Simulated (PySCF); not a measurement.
# Dipole moment and polarisability of `C[Si@@H]([SiH2]N)[C@H]1C[C@@H](C#N)C1`

Species: C6H14N2Si2.
Geometry (PBE0-D3(BJ)/def2-SVP, Å), atoms numbered from 1 in this order:
```
atom  x, y, z in Å
C1    -0.508   -1.920    0.927
Si2   -1.034   -0.645   -0.355
Si3   -2.498    0.962    0.523
N4    -2.846    2.073   -0.777
C5     0.441    0.319   -1.053
C6     1.378    0.965   -0.001
C7     2.529    0.022   -0.446
C8     2.917   -0.978    0.534
N9     3.197   -1.781    1.320
C10    1.633   -0.504   -1.602
H11    0.214   -2.639    0.510
H12   -0.035   -1.447    1.800
H13   -1.383   -2.487    1.280
H14   -1.707   -1.341   -1.504
H15   -1.816    1.751    1.600
H16   -3.690    0.315    1.178
H17   -3.310    2.949   -0.557
H18   -3.231    1.689   -1.635
H19    0.034    1.046   -1.773
H20    1.605    2.023   -0.193
H21    1.085    0.869    1.055
H22    3.439    0.543   -0.780
H23    1.989   -0.171   -2.587
H24    1.515   -1.597   -1.635
```

Level: wB97X-D/def2-SVPD (PySCF), static field, nuclei fixed, core orbitals frozen in the response. The polarisability tensor in these axes (au):

```
x   145.35 -12.99  -0.11
y   -12.99 130.94  -7.67
z    -0.11  -7.67 124.44
```

**Question.** Give the principal values, the mean and the anisotropy Δα = √{½[(α1 − α2)² + (α2 − α3)² + (α1 − α3)²]}.

**Answer.** Principal values 116.99, 130.22 and 153.52 au; mean 133.58 au = 19.79 Å³ = 22.02 × 10⁻⁴⁰ C²·m²/J; Δα = 32.04 au (24 % of the mean).

**Question.** What is the dipole moment, and where does it point?

**Answer.** (-1.96, 2.91, -3.04) D, 4.64 D in size, pointing from the negative to the positive side. Measured along this direction, the outermost atoms are N9 at the negative end and H17 and H18 at the positive end.

**Question.** What are the principal values of the traceless quadrupole moment, Θ = ½Σq(3rr − r²1), about the centre of nuclear charge?

**Answer.** -15.99, 5.08, 10.91 D·Å. The values depend on the origin, since the dipole doesn't vanish. The electronic extent ⟨r²⟩ about the same centre is 2473 bohr², a root-mean-square distance of 2.74 Å for the 92 electrons.

**Question.** What molar refraction does this α imply?

**Answer.** Lorentz–Lorenz: R = (4π/3)N_A α = 2.5225 cm³/(mol·Å³) × 19.79 Å³ = 49.9 cm³/mol, in the limit of long wavelengths.

**Question.** Orientational against electronic polarisability at 298 K (dilute gas, rigid molecules)?

**Answer.** In Gaussian units μ²/3kT = 174.28 Å³ against 19.79 Å³, a ratio of 8.80; the Debye molar polarisation (4π/3)N_A(α + μ²/3kT) is 489.6 cm³/mol, leaving out the vibrational part.

**Question.** Form Σ f/ω² (atomic units) for the 10 lowest TDDFT singlets, given as eV and f, and set it beside the mean polarisability, which is this sum over all singlets: 6.04, 0.0059; 6.85, 0.0227; 7.09, 0.0641; 7.33, 0.0051; 7.45, 0.0092; 7.59, 0.0612; 7.66, 0.0498; 7.71, 0.0185; 7.75, 0.0622; 7.85, 0.0449.

**Answer.** They add up to 4.57 au, 3.4 % of the 133.58 au; the largest single term is 0.94 au, from the state at 7.09 eV. Terms in order: 0.12, 0.36, 0.94, 0.07, 0.12, 0.79, 0.63, 0.23, 0.77, 0.54 au. Higher excitations give the rest. The strengths listed sum to 0.344.

**Question.** Rayleigh depolarisation ratio (linearly polarised light, static tensor)?

**Answer.** ρ = 3Δα²/(45ᾱ² + 4Δα²) = 3079.5/(802908 + 4106.0) = 0.00382.

Geometry: PBE0-D3(BJ)/def2-SVP, one conformer, isolated molecule.
